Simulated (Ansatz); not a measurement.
Dissociation curve of Si(H)3(NiPr2), C6H17NSi, SMILES CC(C)N([SiH3])C(C)C. The N1–Si22 bond (N1 also carries C, C; Si22 carries H, H, H) is varied alone, starting from the PBE0/def2-SVP optimised geometry.

Computed with unrestricted PBE0/def2-SVP in Ansatz (a first-principles code).

Question: Relative to R = 1.74 Å, what are the energies at R = 1.44, 1.68, 2.54, 2.84 Å?

Answer: 47.7 kcal/mol at 1.44 Å, 1.2 kcal/mol at 1.68 Å, 68.6 kcal/mol at 2.54 Å, 88.1 kcal/mol at 2.84 Å.

The unrestricted determinant behind UKS-PBE0 is spin-contaminated at 2.84 to 5.07 Å (<S²> up to 1.0, against 0.00 for a pure singlet).
